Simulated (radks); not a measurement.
Results of a calculation; reference values are marked as such.
Removal energies from neutral bromine, [Ar] 3d10 4s2 4p5, by Delta-SCF beside the eigenvalue of the level emptied. Code: a radial shooting solver on a logarithmic mesh with Libxc functionals. Model: scalar-relativistic Kohn-Sham, BLYP, spin-polarised, spherical densities, finite nucleus; Fermi nuclear charge, rms radius of each element as measured or else 0.836 A^(1/3) + 0.57 fm. Open shells are filled with parallel spins first.

\begin{tabular}{lrrr}
removed from & final configuration & Delta-SCF (eV) & -eigenvalue (eV) \\ \hline
4p & [Ar] 3d10 4s2 4p4 & 11.775 & 7.342 \\
4s & [Ar] 3d10 4s1 4p5 & 24.744 & 19.632 \\
3d & [Ar] 3d9 4s2 4p5 & 77.815 & 66.517 \\
3p & [Ne] 3s2 3p5 3d10 4s2 4p5 & 184.66 & 173.18 \\
\end{tabular}
